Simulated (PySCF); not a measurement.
# Ionisation energy of Zr(2+) by level of theory

Zr(2+) [Kr] 4d2 (3F) → Zr(3+) [Kr] 4d1 (2D), as a difference of total energies. All numbers are calculated (PySCF 2.14, a scalar-relativistic core potential, in def2-TZVPPD with the def2 core potential (28 electrons) (6s4p3d2f1g, 56 functions)). Correlated levels: valence and next inner shell: nothing frozen outside the core potential. The calculations carry no spin-orbit coupling.

```
                                method  ionisation energy (eV)  difference from reference (eV)
                                   UHF                  22.405                          -0.765
    MP2 (valence and next inner shell)                  22.792                          -0.378
SCS-MP2 (valence and next inner shell)                  22.725                          -0.445
   CCSD (valence and next inner shell)                  22.820                          -0.350
CCSD(T) (valence and next inner shell)                  22.831                          -0.339
```

Reference: 23.170 eV (semi-empirical (NIST evaluation); NIST Atomic Spectra Database, ionization energies).

The reference lies between the lowest fine-structure levels, while these numbers refer to the centres of the terms.

Errors of the correlated levels include the incompleteness of this basis.
